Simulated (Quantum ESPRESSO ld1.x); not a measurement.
P2+, 13 electrons, occupied as [Ne] 3s2 3p1.

All-electron calculation, Dirac Kohn-Sham, revPBE, spin-unpolarised, spherical densities, point nucleus; open shells are shared between the two j in proportion to 2j + 1. Program: ld1.x of Quantum ESPRESSO 7.5.

Energy parts (hartree):
| part | energy |
|---|---|
| total | -340.940 |
| kinetic | 342.237 |
| electron-nucleus | -802.537 |
| Hartree | 141.854 |
| exchange-correlation | -22.495 |

Orbitals (lengths in bohr, moments of r in powers of bohr; <r^-3> diverges for s and p1/2):
| orbital | occ. | eigenvalue (hartree) | <r^-3> | <1/r> | <r^4> |
|---|---|---|---|---|---|
| 1s1/2 | 2 | -77.4899 | - | 14.65 | 0.0005394 |
| 2s1/2 | 2 | -7.26241 | - | 2.829 | 0.1880 |
| 2p1/2 | 2 | -5.46253 | - | 2.726 | 0.1866 |
| 2p3/2 | 4 | -5.42873 | 63.06 | 2.710 | 0.1896 |
| 3s1/2 | 2 | -1.24687 | - | 0.7829 | 19.32 |
| 3p1/2 | 0.333333 | -0.89299 | - | 0.6815 | 33.75 |
| 3p3/2 | 0.666667 | -0.89012 | 5.402 | 0.6793 | 34.09 |

The highest occupied level is 3p3/2 at -24.221 eV. The density falls to 0.001 e/bohr^3 at r = 3.46 bohr. Summed over all electrons, <r^2> = 13.93 bohr^2, which gives a Langevin (diamagnetic) susceptibility term of -11 x 10^-6 cm^3/mol. For comparison, the ionisation energy in NIST's Atomic Spectra Database is 30.203 eV (measured). In exact Kohn-Sham theory the highest level is minus the ionisation energy, but local and semilocal functionals leave it too shallow, through self-interaction and a potential that decays too fast; potentials with the right tail come closer.

Beside tabulated values, note that spin-unpolarised runs miss the spin-polarisation part of the exchange energy of open shells.
